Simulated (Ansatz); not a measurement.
Geometry optimisation, RKS r2SCAN-D4/def2-SVP (Ansatz).

input.yaml

```yaml
crystal:
  periodic: [false, false, false]
  atoms:
    - { symbol: Ge, position_ang: [-0.046777, 0.496255, -0.352236] }
    - { symbol: Cl, position_ang: [0.773396, -0.467947, 2.826056] }
    - { symbol: H, position_ang: [1.304966, -0.153907, -0.629487] }
    - { symbol: Cl, position_ang: [-0.727659, 1.416622, -2.170851] }
    - { symbol: H, position_ang: [-1.17775, -0.359581, 0.20446] }
    - { symbol: F, position_ang: [0.213801, 1.798743, 0.733915] }
    - { symbol: H, position_ang: [0.643422, 0.833515, 2.568243] }
basis:
  gaussian: { orbitals: def2-SVP }
hamiltonian:
  xc: r2scan
  dispersion: d4
relax:
  f_tol: 0.03
  max_steps: 50
```

Launched with:

```bash
$ ansatz run input.yaml --threads 4 --pin off --max-ram 5120MiB --backend cpu --events-out ev --progress --plain --runs-dir out
```

Task: Where does it end, and by what steps?

Result: The forces met the threshold. After 5 steps the energy has fallen by 0.055 eV; H7 moved furthest, 0.16 Å.

```tsv
step	energy less start (eV)	largest force component (eV/Å)	accepted
0	0.0000	1.098	yes
1	-0.0238	0.910	yes
2	0.0255	2.017	no
3	-0.0532	0.074	yes
4	-0.0540	0.033	yes
5	-0.0547	0.019	yes
```

```xyz
7
Properties=species:S:1:pos:R:3
Ge -0.069 0.466 -0.351
Cl 0.845 -0.384 2.873
H 1.290 -0.182 -0.578
Cl -0.671 1.475 -2.146
H -1.230 -0.379 0.155
F 0.172 1.756 0.821
H 0.645 0.811 2.406
```

Time of the run: 15 s on 4 threads of Arm Neoverse V1 (shared host), peak memory 0.17 GiB.
